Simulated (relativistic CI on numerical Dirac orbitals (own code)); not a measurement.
# Level scheme of Bi⁷¹⁺

These numbers are calculated, not measured: Dirac-Coulomb-Breit CI, orbitals from a KLI potential per configuration, QED by a radiative potential, unscaled Slater integrals (own radial code, finite nucleus).

Configuration list (outside the closed core [Ne]): 3s², 3s3p, 3p², 3s3d, 3d², 3p3d, 3p4s, 3d4s, 3s4s, 3s4p, 3s4d, 3s4f, 3s5s, 3s5p, 3s5d, 4s². Levels of other configurations are missing.

```tsv
No.	Configuration	Term	J	E (10³ cm⁻¹)	%	Next component (%)	Lifetime (s)	jj configuration (%)
1	3s²	¹S	0	0.0	99			closed (99)
2	3s3p	³P°	0	1361.0	100			3s 3p1/2 (100)
3	3s3p	³P°	1	1514.0	71	29 ¹P°	3.90e-11	3s 3p1/2 (100)
4	3p²	³P	0	3241.6	68	31 ¹S	5.93e-12	3p1/2^2 (99)
5	3s3p	³P°	2	6529.2	100		8.28e-10	3s 3p3/2 (100)
6	3s3p	¹P°	1	6880.2	70	29 ³P°	1.35e-13	3s 3p3/2 (99)
7	3p²	¹D	2	8239.9	52	26 ³P	7.94e-13	3p1/2 3p3/2 (78)
8	3p²	³P	1	8272.7	100		1.84e-13	3p1/2 3p3/2 (100)
9	3s3d	³D	1	8524.0	100		2.27e-13	3s 3d3/2 (100)
10	3s3d	³D	2	8673.0	62	19 ¹D	1.23e-13	3s 3d3/2 (78)
11	3s3d	³D	3	9664.0	100		2.29e-12	3s 3d5/2 (100)
12	3s3d	¹D	2	9824.4	68	30 ³D	1.24e-12	3s 3d5/2 (96)
13	3p3d	³F°	2	9985.5	75	20 ¹D°	1.51e-11	3p1/2 3d3/2 (100)
14	3p3d	³D°	1	10323.9	52	31 ¹P°	1.73e-13	3p1/2 3d3/2 (100)
15	3p3d	³P°	2	11309.7	47	35 ³D°	2.01e-12	3p1/2 3d5/2 (100)
16	3p3d	³F°	3	11343.1	49	29 ¹F°	2.72e-12	3p1/2 3d5/2 (100)
17	3p²	³P	2	13504.3	65	35 ¹D	9.35e-14	3p3/2^2 (100)
18	3p²	¹S	0	13688.5	68	32 ³P	9.48e-14	3p3/2^2 (99)
19	3p3d	³D°	2	15284.7	52	24 ¹D°	1.06e-13	3p3/2 3d3/2 (100)
20	3p3d	³F°	3	15378.8	50	36 ¹F°	1.13e-13	3p3/2 3d3/2 (99)
21	3p3d	³P°	0	15379.4	100		1.02e-13	3p3/2 3d3/2 (100)
22	3p3d	³P°	1	15383.1	58	37 ³D°	1.03e-13	3p3/2 3d3/2 (100)
23	3p3d	³F°	4	16315.1	100		2.04e-13	3p3/2 3d5/2 (100)
24	3p3d	³P°	2	16424.3	45	42 ¹D°	1.75e-13	3p3/2 3d5/2 (100)
25	3p3d	³D°	3	16594.7	64	35 ¹F°	1.73e-13	3p3/2 3d5/2 (99)
26	3p3d	¹P°	1	16717.3	64	25 ³P°	1.60e-13	3p3/2 3d5/2 (100)
27	3d²	³F	2	17180.0	72	25 ¹D	1.20e-13	3d3/2^2 (100)
28	3d²	³P	0	17436.4	67	32 ¹S	1.10e-13	3d3/2^2 (99)
29	3d²	³F	3	18279.0	100		2.22e-13	3d3/2 3d5/2 (100)
30	3d²	³P	2	18391.3	50	28 ¹D	2.06e-13	3d3/2 3d5/2 (100)
31	3d²	¹G	4	18417.3	74	26 ³F	2.42e-13	3d3/2 3d5/2 (99)
32	3d²	³P	1	18445.3	100		2.00e-13	3d3/2 3d5/2 (100)
33	3d²	³F	4	19461.7	74	26 ¹G	1.30e-12	3d5/2^2 (99)
34	3d²	¹D	2	19562.0	47	46 ³P	1.08e-12	3d5/2^2 (100)
35	3d²	¹S	0	19827.2	67	33 ³P	7.96e-13	3d5/2^2 (99)
36	3s4s	³S	1	34312.7	100		8.33e-15	3s 4s (100)
37	3s4s	¹S	0	34460.4	100		8.64e-15	3s 4s (100)
38	3s4p	³P°	0	35021.0	100		3.20e-14	3s 4p1/2 (100)
39	3s4p	³P°	1	35034.5	67	33 ¹P°	9.77e-15	3s 4p1/2 (100)
40	3p4s	³P°	0	35926.2	100		1.14e-14	3p1/2 4s (100)
41	3p4s	³P°	1	35927.4	66	33 ¹P°	9.60e-15	3p1/2 4s (99)
42	3s4p	³P°	2	37124.0	100		5.16e-14	3s 4p3/2 (100)
43	3s4p	¹P°	1	37171.2	67	32 ³P°	1.08e-14	3s 4p3/2 (99)
44	3s4d	³D	1	37845.5	100		5.45e-15	3s 4d3/2 (100)
45	3s4d	³D	2	37854.4	63	37 ¹D	5.47e-15	3s 4d3/2 (100)
```

Energies count from the lowest computed level; ° marks odd parity; lifetimes are radiative, by E1, M1, E2, M2 decay to levels of this space only; some are left blank where a channel outside the calculation adds to the decay or the decay crosses a small, uncertain gap. Filled j subshells are mostly left out of the jj labels.

The mean weight of the leading LS term, summed over parents, in these 45 levels is 75 %, and that of the leading jj configuration (from the same eigenvectors) 99 %, so jj coupling describes them better and the LS labels are nominal.

At this charge energies of transitions that change n are usually good to better than 1 %, and those within a shell (Δn = 0) to a few per cent.

LS names give the leading component of a level, which can be under half, so a name can repeat, a term be missing and a line seem to break the LS rules.
